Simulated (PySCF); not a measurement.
## Al²⁺ (aluminium, charge +2) across methods

[Ne] 3p1, 2P determinant (an excited configuration). Computed with PySCF 2.14 in aug-cc-pwCVTZ, with no relativity, point nucleus.

```csv
method,E (hartree),mean ε 2p α (eV),mean ε 2p β (eV),mean ε 3p α (eV),Σ⟨r²⟩ (bohr²),⟨S²⟩
PBE,-241.0938,-91.830,-91.652,-18.837,11.09,0.750
LDA,-240.1719,-91.897,-91.715,-18.692,11.03,0.750
wB97M-V,-241.2129,-98.884,-98.668,-21.099,11.20,0.750
r2SCAN,-241.2084,-93.516,-93.345,-18.870,11.10,0.750
B97-3,-241.2039,-96.978,-96.787,-19.590,11.09,0.750
TPSSh,-241.2453,-94.143,-93.960,-19.114,11.13,0.750
PBEsol,-240.6143,-91.678,-91.504,-18.712,11.09,0.750
UHF,-240.78878,-109.75,-109.39,-21.501,11.41,0.750
```

(1) Estimate the same row for PBE0.

Answers

(1) E (hartree) = -241.1144; mean ε 2p α (eV) = -96.617; mean ε 2p β (eV) = -96.396; mean ε 3p α (eV) = -19.609; Σ⟨r²⟩ (bohr²) = 11.13; ⟨S²⟩ = 0.750.
